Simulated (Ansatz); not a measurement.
Calculated with Ansatz (gas phase, PBE0-D4/def2-TZVP geometries, no zero-point term in ΔE). CCSD(T)/CBS is the MP2 limit (def2-TZVPP, def2-QZVPP) plus CCSD(T) − MP2 in def2-TZVPP, frozen cores. This one scheme is used for every species. Functionals use def2-TZVPP. B3LYP here is the variant with VWN-RPA as its local correlation; programs differ in this. For Ga outer-core shells are correlated without core-valence functions, which leaves a few kJ/mol of doubt a bond. Scalar relativity is left out up to krypton. Each species was taken in one conformer, which may not be the lowest.

`N[SiH2][GaH2]` + `N=CO` → `O/C=[N]/[GaH2]` + `N[SiH3]`  (cleavage of the Ga–Si bond)

CCSD(T)/CBS gives -7.3 kcal/mol.

Question: Another level gave -4.7 kcal/mol. Which?
A. revPBE-D4/def2-TZVPP
B. CAM-B3LYP/def2-TZVPP
C. B3LYP-D4/def2-TZVPP
D. LC-ωPBE/def2-TZVPP

Answer: A. revPBE-D4 -4.7, B3LYP-D4 -7.1, LC-ωPBE -6.2, CAM-B3LYP -8.4 kcal/mol.

Question: What do rigid-rotor, harmonic-oscillator terms from PBE0-D4/def2-TZVP frequencies (298.15 K, 1 bar) make of the CCSD(T)/CBS value? (An estimate is asked.)

Answer: Ansatz gave: ΔZPE = -1.8 kcal/mol, ΔH = -9.0 kcal/mol, ΔS = -1 J/(mol·K), ΔG = -8.9 kcal/mol.

Largest T1 diagnostic among the species: 0.016.

Leaving LDA and LC-ωPBE aside and taking each functional with its dispersion term where it has one, the values, not all of them listed here, spread over 4.2 kcal/mol, from B2PLYP to PBE0-D4. LDA lies −1.2 kcal/mol from PBE without D4. At CCSD(T), def2-SVP lies −3.1 kcal/mol from the extrapolated value and def2-TZVPP −0.5 kcal/mol.
